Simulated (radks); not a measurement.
Results of a calculation; reference values are marked as such.
Q: In4+, 45 electrons, occupied as [Kr] 4d8.75 5s0.25 (fractional occupations, a model configuration). Code: a radial shooting solver on a logarithmic mesh with Libxc functionals. Model: Dirac Kohn-Sham, PBE, spin-unpolarised, spherical densities, finite nucleus; open shells are shared between the two j in proportion to 2j + 1; Fermi nuclear charge, rms radius 4.6156 fm.

Spin-orbit splittings of the eigenvalues, e(l+1/2) - e(l-1/2), with zeta = 2 splitting/(2l+1) and mean radii in bohr:

shell  occ.  splitting (eV)  zeta (eV)  <r> j=l-1/2  <r> j=l+1/2
2p        6           210.9      140.6       0.1085       0.1137
3p        6           38.11      25.41       0.3393       0.3504
3d       10           7.810      3.124       0.3222       0.3257
4p        6               ?          ?       0.8913       0.9196
4d     8.75          0.9607     0.3843        1.096        1.108
5p        0          0.9741     0.6494        2.332        2.390

Estimate the 4p splitting.

A: 6.802 eV (zeta = 4.534 eV).
